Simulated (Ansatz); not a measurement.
Consider the formal exchange of groups at a Ge–C bond: `[CH3][GeH]([NH2])[CH]=O` + `N=CCl` → `[CH3][GeH]([NH2])[Cl]` + `N=CC=O`.

Computed with Ansatz on PBE0-D4/def2-TZVP structures; ΔE is electronic, products minus reactants. CCSD(T)/CBS is the MP2 limit (def2-TZVPP, def2-QZVPP) plus CCSD(T) − MP2 in def2-TZVPP, frozen cores. This one scheme is used for every species. Functionals use def2-TZVPP. For Ge outer-core shells are correlated without core-valence functions, which leaves a few kJ/mol of doubt a bond. Scalar relativity is left out up to krypton. Each species was taken in one conformer, which may not be the lowest.

```
             level  ΔE (eV)
            PBE-D4    -1.44
           ωB97X-V    -1.58
            r2SCAN    -1.55
    MP2/def2-TZVPP    -1.62
CCSD(T)/def2-TZVPP    -1.59
SCS-MP2/def2-QZVPP    -1.62
      HF/CBS(def2)    -1.78
     MP2/CBS(def2)    -1.62
```

Task: What does CCSD(T)/CBS give? (Best estimate.)

Result: The calculation gave: -1.59 eV. The listed levels differ from it by 0.15, 0.01, 0.04, -0.03, 0.00, -0.03, -0.19, -0.03 eV.

Largest T1 diagnostic among the species: 0.015.

In def2-TZVPP, CCSD(T) changes the Hartree–Fock value by +0.20 eV (the triples alone add +0.02 eV) and MP2 by +0.17 eV. From PBE to PBE0 (25 % exact exchange), in def2-TZVPP and without D4, ΔE moves by −0.12 eV.
